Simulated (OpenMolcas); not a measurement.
**N2+: effect of the basis set**

| Quantity | Value |
| --- | --- |
| Program | OpenMolcas 26.06 |
| Method | MS-RASPT2, IPEA 0.25 Eh, imaginary shift 0.1 Eh (closed shells correlated: 1s) |
| Active space | 3 electrons in 9 orbitals (RAS2 2s 2p; RAS3 3d, at most 2 electrons) |
| State averaging | 2S+1 = 4 odd, 1 root; 2S+1 = 2 odd, 11 roots; 2S+1 = 4 even, 3 roots; 2S+1 = 2 even, 9 roots |
| Spin-orbit coupling | state interaction with AMFI integrals over the reference wave functions, term energies averaged over their components |

A. ANO-RCC-VTZP [4s3p2d1f], DKH2, point nucleus; CASPT2 step about 13 core-seconds
B. ANO-R2 [4s4p2d1f], X2C, finite nucleus; CASPT2 step roughly 16 core-seconds
C. ANO-RCC-VQZP [5s4p3d2f1g], DKH2, point nucleus; CASPT2 step about 12 core-seconds
D. ANO-RCC [8s7p4d3f2g], DKH2, point nucleus; CASPT2 step roughly 16 core-seconds

Energies in cm-1 above 2s2 2p 2P* 1/2, the measured ground level; measured values from Moore, Selected Tables of Atomic Spectra, NSRDS-NBS 3, section 5.

| Level | A | B | C | D | Measured |
| --- | --- | --- | --- | --- | --- |
| 2s2 2p 2P* 1/2 | 0.0 | 0.0 | 0.0 | 0.0 | 0.0 |
| 2s2 2p 2P* 3/2 | 157 | 156 | 158 | 159 | 174 |
| 2s 2p2 4P 1/2 | 56370 | 56610 | 56630 | 56780 |  |
| 2s 2p2 4P 3/2 | 56420 | 56670 | 56680 | 56840 | 57247 |
| 2s 2p2 4P 5/2 | 56520 | 56760 | 56780 | 56930 | 57328 |
| 2s 2p2 2D 3/2 | 101380 | 101420 | 101030 | 101090 | 101031 |
| 2s 2p2 2D 5/2 | 101390 | 101420 | 101030 | 101090 | 101024 |
| 2s 2p2 2S 1/2 | 132080 | 131960 | 131130 | 131070 | 131004 |
| 2s 2p2 2P 1/2 | 147120 | 146930 | 146320 | 146300 | 145876 |
| 2s 2p2 2P 3/2 | 147230 | 147040 | 146430 | 146410 | 145986 |
| 2p3 4S* 3/2 | 186340 | 186450 | 186290 | 186540 | 186797 |
| 2p3 2D* 3/2 | 203380 | 203420 | 203030 | 203250 | 203089 |
| 2p3 2D* 5/2 | 203380 | 203430 | 203030 | 203260 | 203075 |
| 2p3 2P* 1/2 | 232150 | 231980 | 231250 | 231370 | 230404 |
| 2p3 2P* 3/2 | 232160 | 231980 | 231250 | 231380 | 230409 |

Deviations, from unrounded energies. A percentage is the sum of absolute deviations over the sum of measured energies, with the sign that they share, or ± where signs differ.

```
                  Against measurement  Levels      A      B     C     D
       mean absolute deviation (cm-1)      13    810    710   340   340
fine structure of the ground term (%)       1  -10.1  -10.3  -9.3  -8.9
             other configurations (%)      12   ±0.6   ±0.5  ±0.2  ±0.2
```

C, D lie about equally close to measurement and A furthest from it. The largest miss of D in the table is 2p3 2P* 3/2, by +970 cm-1. The ranking rests on the paired levels alone, and a cruder setting can come out closer through cancelling errors.

Among A to D the level of the table that moves most is 2s 2p2 2S 1/2, by 1000 cm-1 (lowest in D, highest in A). Moves below CASPT2's spread within the term are not significant.

CASPT2 breaks the degeneracy within a term, and the mean is taken; among the terms shown or strongly mixed into the levels shown the widest spread is 11 cm-1 (2p3 2D*, B). Active for correlation alone: 3d; no level in the range computed is led by a configuration that fills it, so any true level of that kind is missing. Computed and measured levels are paired by configuration, term and J; levels that our copy of the source lacks, or whose pairing is in doubt (as where it misses far off the trend of its configuration), stay unpaired and out of the deviations. Only configurations of the active space appear.

* marks odd parity.
